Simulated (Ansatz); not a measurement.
Energy difference 2 R1 → P1 + P2, each structure at its B3LYP-D3(BJ)/def2-TZVP stationary point, reached from a drawn start (curvature not checked).
P1: Br3Te (SMILES Br[Te](Br)Br), charge 0, multiplicity 2.
R1, Br2Te (SMILES Br[Te]Br) (charge 0, multiplicity 1):
```xyz
3

Te     0.005     0.005    -1.069
Br     1.928    -0.006     0.544
Br    -1.933     0.001     0.525
```
P2: BrTe (SMILES Br[Te]), charge 0, multiplicity 2.

P less R. No zero-point or thermal terms; singlets are restricted closed shells; open shells are unrestricted; no spin–orbit coupling.

Frozen-core correlation throughout. In cc and def2 sets filled d and f shells under p-block atoms count as core.

Codes used: Ansatz (a program for electronic structure) with Gaussian orbitals. Each number belongs to the level named beside it. Elements past Kr take the def2 small-core potentials, without spin–orbit coupling.

### Question
What is the computed reaction energy (CCSD(T)/def2-TZVPP)?

### Answer
29.7 kcal/mol

### Question
Predict the reaction energy from BLYP/def2-TZVPP.

### Answer
16.9 kcal/mol

### Question
What reaction energy does wB97X-V/def2-TZVPP give?

### Answer
32.1 kcal/mol
